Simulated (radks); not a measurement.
Results of a calculation; reference values are marked as such.
Pr31+, 28 electrons, occupied as [Ar] 3d9 6s1 (not the ground configuration).

Code: a radial shooting solver on a logarithmic mesh with Libxc functionals. Model: scalar-relativistic Kohn-Sham, PBEsol, spin-polarised, spherical densities, finite nucleus; open shells are filled with parallel spins first (spin-orbit coupling, left out, can overturn this in heavy ions); Fermi nuclear charge, rms radius 4.8919 fm.

Energy parts (Ry):
total: -17318.5568
kinetic: 18451.1463
electron-nucleus: -39361.2981
Hartree: 3930.7795
exchange-correlation: -339.1844

Orbitals (lengths in bohr, moments of r in powers of bohr; <r^-3> diverges for s and p1/2; r(90%) holds 90 % of the orbital's charge):
| orbital | occ. | eigenvalue (Ry) | <r^-3> | <1/r> | r(90%) | <r^2> |
|---|---|---|---|---|---|---|
| 1s up | 1 | -3163.567 | - | 64.66 | 0.0435 | 0.0007899 |
| 1s down | 1 | -3163.548 | - | 64.66 | 0.0435 | 0.0007899 |
| 2s up | 1 | -583.6886 | - | 14.96 | 0.159 | 0.01247 |
| 2s down | 1 | -583.4514 | - | 14.97 | 0.159 | 0.01246 |
| 2p up | 3 | -532.1839 | 8525 | 14.14 | 0.147 | 0.009939 |
| 2p down | 3 | -531.9976 | 8530 | 14.14 | 0.147 | 0.009933 |
| 3s up | 1 | -189.3095 | - | 5.584 | 0.388 | 0.08055 |
| 3s down | 1 | -189.0448 | - | 5.580 | 0.389 | 0.08061 |
| 3p up | 3 | -172.9667 | 1832 | 5.302 | 0.391 | 0.07945 |
| 3p down | 3 | -172.6972 | 1829 | 5.298 | 0.391 | 0.07953 |
| 3d up | 5 | -150.9124 | 255.0 | 5.050 | 0.367 | 0.06558 |
| 3d down | 4 | -150.5907 | 254.7 | 5.047 | 0.367 | 0.06569 |
| 6s up | 1 | -35.08173 | - | 1.074 | 1.85 | 2.054 |

The highest occupied level is 6s up at -477.31 eV. The spin density at the nucleus is 378.8 e/bohr^3 (1s 0.4, 2s -12.1, 3s 7.8, 6s 382.6).
